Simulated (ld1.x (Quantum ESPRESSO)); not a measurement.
**Ranking TM potentials for F**

All share these settings but for the change named:

ld1.x (Quantum ESPRESSO) 7.5 input, shortened:

```
&input
   title='F', zed=9., rel=0, dft='PBESOL', iswitch=3,
   config='[He] 2s2 2p5'
 /
 &inputp
   pseudotype=2, tm=.true., lloc=0,
   nlcc=.false.
 /
2
2P  2  1   5.00   0.00  1.50  1.50  0.0
2S  1  0   2.00   0.00  0.75  0.75  0.0
 &test
   configts(1)='2s2 2p5'
 /
```

Cutoff: the first of the cutoffs (Ry, on a coarse ladder) from which the occupation-weighted sum of valence levels, in a spherical-Bessel basis at the reference potential, stays within 10 and 1 mRy of its value at 400 Ry; the density cutoff is not measured.

The base gives 140 Ry.

Of 6 variants that were run, those that failed, showed a ghost or another fault, or gave nearly equal values are left out.

A variant can come out equal or close to the base.

(1) Rank these variants from softest to hardest (loose cutoff).
A. wave 2s (bound): rc 0.75 bohr becomes 2s (bound): rc 0.66 bohr
B. wave 2s (bound): rc 0.75 bohr becomes 2s (bound): rc 1.10 bohr
C. wave 2s (bound): rc 0.75 bohr becomes 2s (bound): rc 0.96 bohr
D. wave 2s (bound): rc 0.75 bohr becomes 2s (bound): rc 0.50 bohr
E. wave 2s (bound): rc 0.75 bohr becomes 2s (bound): rc 0.76 bohr

## Answers

(1) B (70 Ry), C (80 Ry), A (120 Ry), E (140 Ry), D (300 Ry).
